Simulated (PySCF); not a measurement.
Dissociation curve of C2, singlet.

UKS-PBE = PySCF with unrestricted PBE/6-31G; RKS-B3LYP = restricted B3LYP/6-31G (PySCF 2.14.0); UCCSD(T) = CCSD(T) on UHF/6-31G, 2 core orbitals frozen (PySCF 2.14.0).

Energies relative to the lowest point of each curve near equilibrium, in eV; the last columns give the difference from UCCSD(T):

```
R / Å  UKS-PBE  RKS-B3LYP  UCCSD(T)  UKS-PBE − UCCSD(T)  RKS-B3LYP − UCCSD(T)
-----  -------  ---------  --------  ------------------  --------------------
0.92     9.528      9.831     9.812              -0.284                 0.020
1.01     4.250      4.376     4.357              -0.106                 0.019
1.05     2.794      2.848     2.832              -0.038                 0.016
1.13     1.019      0.947     0.938               0.080                 0.009
1.16     0.651      0.539     0.532               0.119                 0.007
1.21     0.305      0.133     0.129               0.176                 0.004
1.25     0.106      0.005     0.004               0.102                 0.001
1.28     0.016      0.000     0.000               0.016                 0.000
1.33     0.000      0.126     0.127              -0.127                -0.002
1.36     0.054      0.264     0.267              -0.213                -0.003
1.44     0.360      0.791     0.792              -0.432                -0.002
1.53     0.878      1.539     1.528              -0.650                 0.010
1.70     2.013      3.039     2.930              -0.917                 0.109
1.88     2.916      4.451     3.281              -0.365                 1.170
2.07     3.822      5.644         —                   —                     —
2.24     4.573      6.481         —                   —                     —
2.52     5.451      7.500         —                   —                     —
2.73     5.814      8.048         —                   —                     —
3.02     6.113      8.589         —                   —                     —
3.33     6.272      8.974         —                   —                     —
3.70     6.358      9.262         —                   —                     —
4.34     6.411      9.520         —                   —                     —
5.03     6.422      9.648         —                   —                     —
```

UKS-PBE is furthest from UCCSD(T) at 1.70 (-0.917 eV, below); its mean absolute difference over the points is 0.259 eV.

RKS-B3LYP is furthest from UCCSD(T) at 1.88 (1.170 eV, above); its mean absolute difference over the points is 0.098 eV.

A dash means that the run gave no value there, or that the column was ended at a point which the program doubted or which failed a test of continuity chosen for this set; such a test can also cut sound points.

The unrestricted solution behind UKS-PBE changes between 2.24 and 2.52 Å, which can leave a kink. The unrestricted determinant behind UKS-PBE is spin-contaminated at 0.92 to 5.03 Å (<S²> up to 2.0, against 0.00 for a pure singlet). The restricted form behind RKS-B3LYP keeps the bonding electrons paired and can't separate into open-shell fragments. The unrestricted solution behind UCCSD(T) changes between 1.70 and 1.88 Å, which can leave a kink. The unrestricted determinant behind UCCSD(T) is spin-contaminated at 0.92 to 5.03 Å (<S²> up to 2.5, against 0.00 for a pure singlet).
